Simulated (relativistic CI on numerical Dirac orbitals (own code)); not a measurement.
## Er3+: 3d photoemission

Computed with this model: Dirac-Coulomb-Breit CI, KLI orbitals optimised for each configuration, QED by a radiative potential, valence Slater integrals scaled by 0.7, multiplet model of photoemission in the sudden approximation; configurations [Xe] 4f11 → [Ar] 3d9 4s2 4p6 4d10 4f11 5s2 5p6; 80 K; Lorentzian 1.26 eV and Gaussian 0.7 eV FWHM. Energies are those of the free ion, without screening or charge transfer. The energies are binding energies and can lie tens of eV above those of solids. S is read from ⟨S²⟩ = S(S + 1).

free ion: ground-state S = 1.47, centroid 1464.29 eV. Peaks (eV, height): 1445.2 (81), 1489.6 (100).

Strongest unbroadened transitions for free ion:

```tsv
Energy (eV)	Relative strength
1444.96	100.0
1445.40	76.7
1446.21	29.6
1446.47	19.8
1446.61	9.3
1447.22	33.5
1447.86	10.1
1448.16	20.3
1448.24	14.5
1449.03	9.4
1449.08	15.1
1450.34	8.2
1488.81	35.1
1489.29	56.5
1489.61	51.0
1489.75	76.0
1489.87	42.8
1492.21	12.3
```
